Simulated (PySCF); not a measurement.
A mixed set of molecules. Level of theory: TDDFT CAM-B3LYP/def2-SVPD, vertical, gas phase, core orbitals frozen in the response in PySCF. Geometries: PBE0-D3(BJ)/def2-SVP; one conformer of each isolated species. Triplets are in the Tamm–Dancoff approximation.

Question: Rank by computed HOMO energy, highest first.
A. `N#CC1=Cc2cccc3cccc1c23`
B. `[BH3-][P@+]1(C)C([SiH3])=C1OC`
C. `C(C[C@H](N=C)C)C`
D. `C=COC(=C)CC(F)(F)F`
E. `FC(F)(F)C1=COCCC1`
F. `C1CCCNCC1`
G. `C#C[C@@H](C)[C@@H](F)/C=C/C#N`
H. `CCSC(C)(C)C`

Answer: H (-7.54 eV), F (-7.81 eV), A (-8.10 eV), D (-8.24 eV), E (-8.41 eV), B (-8.57 eV), C (-8.75 eV), G (-9.44 eV).

```csv
SMILES,HOMO (eV),first f ≥ 0.01 (nm),f (S1),α (au),T1 (eV),S1 (eV),S1 mainly
CCSC(C)(C)C,-7.54,202,0.000,97.0,–,5.54,H→L+1 (45%)
C1CCCNCC1,-7.81,176,0.001,78.6,5.74,5.98,H→L (76%)
N#CC1=Cc2cccc3cccc1c23,-8.10,381,0.023,159.6,2.30,3.26,H→L (86%)
C=COC(=C)CC(F)(F)F,-8.24,204,0.324,81.8,–,6.08,H→L (95%)
FC(F)(F)C1=COCCC1,-8.41,193,0.161,74.2,–,6.41,H→L (91%)
[BH3-][P@+]1(C)C([SiH3])=C1OC,-8.57,219,0.120,124.6,4.10,5.66,H→L (87%)
C=N[C@H](C)CCC,-8.75,167,0.001,83.3,4.11,4.93,H→L (97%)
C#C[C@@H](C)[C@@H](F)/C=C/C#N,-9.44,201,0.481,99.6,3.69,6.16,H→L (90%)
```

H and L stand for HOMO and LUMO; a dash means that no computed state gives the value.
